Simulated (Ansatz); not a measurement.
The same molecule with X = F, Cl, Br. Ansatz, PBE0-D4/def2-TZVP geometries, multiplicity 1.

Elements past krypton have def2 core potentials. Scalar relativity is left out up to krypton.

| X | molecule | mean X–Sn bond length / Å | HOMO–LUMO gap (PBE0/def2-TZVPP) / eV | size of the dipole moment (B3LYP/def2-TZVPP) / D | LUMO energy (PBE0/def2-TZVPP) / eV |
| --- | --- | --- | --- | --- | --- |
| F | `[CH3][Sn][F]` | 1.952 | 4.15 | 2.78 | -2.51 |
| Cl | `[CH3][Sn][Cl]` | 2.382 | 3.97 | 2.87 | -2.72 |

(1) Give the row for X = Br, `[CH3][Sn][Br]`. (Best estimate.)

## Answers

(1) Computed: 
```csv
X,molecule,mean X–Sn bond length / Å,HOMO–LUMO gap (PBE0/def2-TZVPP) / eV,size of the dipole moment (B3LYP/def2-TZVPP) / D,LUMO energy (PBE0/def2-TZVPP) / eV
Br,`[CH3][Sn][Br]`,2.537,3.87,2.90,-2.79
```

From F to Br the mean X–Sn bond length rises at each step, by 0.585 Å in all; the HOMO–LUMO gap (PBE0/def2-TZVPP) falls at each step, by 0.28 eV in all; the LUMO energy (PBE0/def2-TZVPP) falls at each step, by 0.28 eV in all. Bonds lengthen as the atom grows down the group. Dipoles are sizes alone, and their direction can turn along the series.

B3LYP here is the variant with VWN-RPA as its local correlation; programs differ in this.

Spin–orbit coupling is left out; it splits and shifts lone-pair levels of the heavy atoms by tenths of an eV.
